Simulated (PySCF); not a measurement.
Compound: cyclo-(H2GeS)2.
Bonds: Ge1–S4, Ge1–S8, S4–Ge5, Ge5–S8. Hydrogens: H2, H3 on Ge1; H6, H7 on Ge5.

Computed with PBE0-D3(BJ)/def2-SVP geometry optimisation, gas phase (PySCF).

Q: Give the optimised bond lengths and angles.

A: 
| bond | length (bohr) |
| --- | --- |
| Ge1–H2 and 3 like bonds | 2.907 |
| Ge1–S4 and 3 like bonds | 4.239 |

Bonds in one row agree within 0.02 bohr and their mean is given. A selection of angles:
| angle | degrees |
| --- | --- |
| H2–Ge1–H3 | 111.0 |
| H2–Ge1–S4 | 112.2 |
| H3–Ge1–S8 | 112.5 |
| S4–Ge1–S8 | 97.2 |
| Ge1–S4–Ge5 | 82.8 |

Torsions: S8–Ge1–S4–Ge5 1° (synperiplanar); S4–Ge1–S8–Ge5 -1° (synperiplanar); Ge1–S4–Ge5–S8 -1° (synperiplanar); S4–Ge5–S8–Ge1 1° (synperiplanar).

All 4 Ge–S bonds measure 2.243 to 2.244 Å. Ge1 (germanium bonded to 2 S and 2 H) is distorted tetrahedral (angles from 97.2° to 112.5°). The 4 heavy atoms lie in one plane (0.007 Å rms).

Point group: D2h (tolerance 0.08 Å). Whether it is a minimum is left open (no frequencies). The numbers are those of one conformer.
